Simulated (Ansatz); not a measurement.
Geometry optimisation of the cluster Ti₂S.

```yaml
crystal:
  periodic: [false, false, false]
  atoms:
    - {symbol: Ti, position_ang: [-0.647639, -0.893638, -0.577011]}
    - {symbol: Ti, position_ang: [0.677069, 0.722533, -0.755186]}
    - {symbol: S, position_ang: [-0.029430, 0.171094, 1.332187]}
basis:
  gaussian: {orbitals: def2-TZVP}
magnetization: {spin_polarized: true, initial_magnetization: 2}
hamiltonian: {xc: pbe, dispersion: d4}
scf: {lower_state_search: "off"}
output: {orbitals: {seedname: orbitals}}
relax: {f_tol: 0.02, max_steps: 100}
```

```sh
$ ansatz run in.yaml --threads 4 --pin off --events-out ev --progress --plain --max-ram 3916MiB
```

It prints (some lines left out):

```
Functional definition: PBE
mean field -57048.66708849 eV, -2096.4998465265 hartree, gradient 4.2e-6 eV, S^2 2.010168; 0 other end points of the search recorded, 0 dependent functions left out
relax step   1: F+E_penalty+E_count = -57048.76834362 eV  Δ(F+E_penalty+E_count) = +0.000e0 eV  max|allowed force component| = 4.770e-1 eV/Å  Δτ_max = 0.0000 Å  (25 SCF iters, accepted)
mean field -57048.68621322 eV, -2096.5005493476 hartree, gradient 3.4e-6 eV, S^2 2.010809; 0 other end points of the search recorded, 0 dependent functions left out
relax step   2: F+E_penalty+E_count = -57048.78743049 eV  Δ(F+E_penalty+E_count) = -1.909e-2 eV  max|allowed force component| = 3.786e-1 eV/Å  Δτ_max = 0.0166 Å  (28 SCF iters, accepted)
mean field -57048.69600769 eV, -2096.5009092878 hartree, gradient 2.2e-6 eV, S^2 2.010277; 0 other end points of the search recorded, 0 dependent functions left out
relax step   3: F+E_penalty+E_count = -57048.79718795 eV  Δ(F+E_penalty+E_count) = -9.757e-3 eV  max|allowed force component| = 3.768e-1 eV/Å  Δτ_max = 0.0548 Å  (31 SCF iters, accepted)
mean field -57048.70506715 eV, -2096.5012422165 hartree, gradient 2.6e-6 eV, S^2 2.010934; 0 other end points of the search recorded, 0 dependent functions left out
relax step   4: F+E_penalty+E_count = -57048.80625819 eV  Δ(F+E_penalty+E_count) = -9.070e-3 eV  max|allowed force component| = 2.043e-2 eV/Å  Δτ_max = 0.0216 Å  (30 SCF iters, accepted)
mean field -57048.70510654 eV, -2096.5012436642 hartree, gradient 2.0e-6 eV, S^2 2.010909; 0 other end points of the search recorded, 0 dependent functions left out
relax step   5: F+E_penalty+E_count = -57048.80629594 eV  Δ(F+E_penalty+E_count) = -3.775e-5 eV  max|allowed force component| = 2.007e-4 eV/Å  Δτ_max = 0.0014 Å  (20 SCF iters, accepted)
Total energy: -57048.80633244 eV, -2096.5049636473 hartree
Atom 0 at    -0.615876    -0.856604    -0.592307 Å, force    -0.000161    -0.000189     0.000070 eV/Å
Atom 1 at     0.645819     0.682679    -0.762075 Å, force     0.000158     0.000201     0.000029 eV/Å
Atom 2 at    -0.029943     0.173914     1.354372 Å, force     0.000003    -0.000012    -0.000099 eV/Å
Dipole moment:     0.018033    -0.104738    -0.815638 e Å
Checks for a lower state left out: stability, starts, cluster_reference, orbital_swaps, neighbouring_geometries, increment
```

It took 7.5 s on 4 threads of Arm Neoverse V2 on a shared host.

The order of the spin states hangs on the level: the quintet lies 0.10 eV below the triplet at PBE0-D4/def2-TZVP, but 0.38 eV above it at PBE-D4/def2-TZVP. The structure comes from a short search, and lower isomers may exist.
